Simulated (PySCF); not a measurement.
System (SMILES): Cl[Si]Cl (closed-shell singlet).
Geometry (B3LYP-D3(BJ)/def2-TZVP, fixed):
```xyz
3

Si    -0.0165     0.0173     0.9364
Cl     1.0611     1.2272    -0.3899
Cl    -1.0475    -1.2415    -0.3813
```
Charge 0, spin multiplicity 1.

Basis-set convergence of the lowest singlet excitation energy at PBE0 with PySCF. Tamm-Dancoff approximation; the state is taken by its order, and sets in which it differs in degeneracy or brightness are left out, yet its character can still change. All functions are spherical. Density fitting with generated auxiliary sets. No added dispersion term, no relativity. Reference: the value in aug-pcseg-3, 3.941 eV, itself unsure by roughly 0.003 eV (its mean distance from aug-cc-pV(Q+d)Z, aug-pcseg-2, aug-cc-pV(T+d)Z). Deviations are taken from unrounded values. Cost is core time over that of def2-SVP, rough, on shared machines of one kind; a dash marks a row that isn't timed (too short, read off another run, short of memory, by another algorithm or on other hardware).

```
basis              functions  lowest singlet excitation energy (eV)  minus reference (eV)  cost
-----------------  ---------  -------------------------------------  --------------------  ----
STO-3G                    27                                  4.429                 0.489     -
6-31G                     39                                  3.737                -0.203     -
pcseg-0                   39                                  3.696                -0.244     -
def2-SVP                  54                                  3.968                 0.027    1×
6-31+G*                   66                                  3.968                 0.028     -
cc-pV(D+d)Z               69                                  3.968                 0.027    1×
aug-cc-pV(D+d)Z           96                                  3.953                 0.012    3×
def2-TZVPP               126                                  3.952                 0.012    3×
6-311++G(3df,3pd)        141                                  3.939                -0.001    5×
cc-pV(Q+d)Z              192                                  3.951                 0.010    9×
pcseg-3                  192                                  3.945                 0.004   10×
def2-QZVPP               210                                  3.946                 0.005   10×
cc-pV(5+d)Z              300                                  3.944                 0.004   30×
```

The smallest set listed that lies within 0.1 eV of the reference with all its larger relatives (same family, alike in diffuse functions; a set with none counts only in the reference's own line) is def2-SVP (54 functions, 1× in cost, 0.027 eV off). Inside, with no larger relative to test it: pcseg-3. (Relatives not listed, tested too: 6-311+G** 0.017, 6-311++G(2d,2p) 0.022, def2-TZVP 0.015, cc-pV(T+d)Z 0.015, jun-cc-pV(T+d)Z 0.005, aug-cc-pV(T+d)Z 0.004, def2-QZVP 0.005, aug-cc-pV(Q+d)Z 0.004 eV.)
